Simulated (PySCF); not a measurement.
CH6ClFOSi2, SMILES C[SiH2][Si@](O)(F)Cl.

Coordinates come from a B3LYP-D3(BJ)/def2-SVP optimisation. The structure was generated by enumeration; whether it is a known compound was not checked. The values are those of a single conformer.

Two levels are set side by side: TDDFT-PBE/def2-SVPD (PySCF) and TDDFT-LC-ωPBE/def2-SVPD (PySCF). Vertical, same geometry. The lowest singlet is HOMO→LUMO 85 % with PBE and HOMO→LUMO+1 45 %, HOMO→LUMO 30 % with the other functional; states are paired by order. Differences are taken from unrounded values.

```csv
quantity,TDDFT-LC-ωPBE
lowest singlet excitation (eV),7.68
lowest triplet excitation (TDA) (eV),6.48
first bright state (f over 0.05) (eV),7.68
its oscillator strength,0.07
```

**Question.** What does TDDFT-PBE give, and how far is it from TDDFT-LC-ωPBE? (An estimate is asked for; the answer gives what the named calculation found.)

**Answer.** 
```
quantity                               TDDFT-PBE  TDDFT-PBE minus TDDFT-LC-ωPBE
-------------------------------------  ---------  -----------------------------
lowest singlet excitation (eV)              6.53                          -1.16
lowest triplet excitation (TDA) (eV)        5.92                          -0.56
first bright state (f over 0.05) (eV)       6.53                          -1.16
its oscillator strength                     0.06                          -0.01
```

Functionals without exact exchange tend to place singlet excitations lower, as here. Differences between two approximate levels are no errors against the true value.

Rough cost on one machine, each run with all the roots and properties that it gave: TDDFT-LC-ωPBE against TDDFT-PBE about 8 times.
